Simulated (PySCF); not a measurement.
Species: `CC[Si@@H](S[SiH3])C(Cl)(Cl)Cl`. The columns A, B, C and D hold Mulliken, IAO, Hirshfeld and ESP-fitted charges (e) of one PBE0/pcSseg-1 density (PySCF), in a shuffled order. Coordinates in Å (GFN2-xTB); the density's dipole moment is (-0.21, -0.81, 0.49) D.

```csv
atom,x,y,z,A,B,C,D
C1,-2.456,-1.389,-0.410,-0.116,-0.411,-0.379,-0.295
C2,-1.893,0.028,-0.432,-0.157,-0.532,+0.209,-0.561
Si3,-0.240,0.151,0.482,+0.302,+0.833,+0.247,+0.857
S4,1.081,-1.288,-0.355,-0.170,-0.431,-0.350,-0.542
Si5,3.131,-0.778,0.176,+0.291,+0.558,+0.424,+0.470
C6,0.432,1.960,0.218,+0.003,-0.254,-0.688,-0.544
Cl7,0.856,2.260,-1.477,-0.026,-0.028,+0.122,+0.028
Cl8,1.870,2.248,1.221,-0.007,-0.031,+0.129,+0.016
Cl9,-0.813,3.127,0.706,-0.026,-0.030,+0.109,+0.017
H10,-1.749,-2.081,-0.859,+0.034,+0.146,+0.119,+0.138
H11,-2.645,-1.711,0.610,+0.041,+0.139,+0.100,+0.120
H12,-3.390,-1.438,-0.965,+0.046,+0.148,+0.090,+0.127
H13,-2.615,0.712,0.017,+0.037,+0.158,+0.002,+0.158
H14,-1.763,0.342,-1.470,+0.038,+0.160,+0.018,+0.162
H15,-0.317,0.034,1.937,-0.075,-0.114,+0.020,-0.005
H16,3.517,0.383,-0.609,-0.076,-0.103,-0.058,-0.038
H17,3.171,-0.561,1.614,-0.073,-0.107,-0.066,-0.049
H18,3.815,-1.994,-0.236,-0.066,-0.101,-0.050,-0.059
```

**Question.** Which column most likely holds the ESP-fitted charges?

**Answer.** C. Σ q r misses the density's dipole by 0.06 D (C), 0.93 D (A), 1.07 D (B), 2.26 D (D). Charges fitted to the outside potential are the only set here that is tied to the molecule's multipoles.

**Question.** And the Hirshfeld charges?

**Answer.** A. The mean sizes are 0.088 e (A), 0.177 e (C), 0.232 e (D), 0.238 e (B), and Hirshfeld charges are commonly the smallest of these schemes.

As computed, A = Hirshfeld, B = IAO, C = ESP-fitted, D = Mulliken. Hydrogens on carbon: Hirshfeld +0.03 to +0.05, IAO +0.14 to +0.16, ESP-fitted 0.00 to +0.12, Mulliken +0.12 to +0.16 e.

The Hirshfeld scheme weights the molecular density at each point by an atom's share of the summed free-atom densities. The ESP scheme fits charges at the nuclei, held to the total charge, to the electrostatic potential on points at 1.4 to 2.0 times the van der Waals radii.

The structure is a single GFN2-xTB conformer in the gas phase; no vibrational or solvent corrections.

The run behind these numbers computed NMR shieldings as well. On one thread of an Intel Xeon at 2.50 GHz, no GPU, shared host with 64 logical CPUs at a one-minute load of 58, this took 2.6 min of wall time and 1.1 GiB of memory at its peak.

The values belong to the conformer `[CH3:1][CH2:2][Si@@H:3]([S:4][SiH3:5])[C:6]([Cl:7])([Cl:8])[Cl:9]`: C1–C2–Si3–S4 55°, C2–Si3–S4–Si5 162°, C2–Si3–C6–Cl7 -67°.
